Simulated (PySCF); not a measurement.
In(OH)(SMe)2, SMILES C[S][In]([OH])[S]C, CAM-B3LYP/def2-SVP optimised geometry.

```
13

In    -0.06    -0.28     0.00
O     -1.01    -2.02     0.00
H     -1.97    -1.93     0.00
S     -1.39     1.72     0.00
C     -3.08     1.03    -0.01
H     -3.27     0.43    -0.91
H     -3.77     1.88    -0.02
H     -3.29     0.43     0.89
S      2.32    -0.28     0.00
C      2.68     1.52     0.01
H      2.28     2.02    -0.88
H      3.77     1.62     0.01
H      2.28     2.01     0.91
```

Density from PySCF with CAM-B3LYP/def2-TZVP, def2 effective core potentials past Kr at that geometry. The core electrons that the potentials of In replace are not part of the density.

Minimum of the electron density along straight lines between bonded atoms, close to the bond critical point (lines longer than 1.1 times the sum of covalent radii, or with two minima, are not listed):

```tsv
bond	length / Å	ρ at the minimum / e bohr⁻³	∇²ρ there / e bohr⁻⁵	position (fraction from the first atom)
In1–O2	1.989	0.113	0.49	0.52
O2–H3	0.965	0.354	-2.32	0.80
In1–S4	2.400	0.083	0.13	0.48
S4–C5	1.831	0.175	-0.27	0.53
C5–H6	1.098	0.277	-0.95	0.65
C5–H7	1.098	0.276	-0.95	0.65
C5–H8	1.098	0.277	-0.95	0.65
In1–S9	2.381	0.086	0.13	0.48
S9–C10	1.832	0.174	-0.27	0.53
C10–H11	1.098	0.277	-0.95	0.65
C10–H12	1.098	0.276	-0.95	0.65
C10–H13	1.098	0.277	-0.95	0.65
```
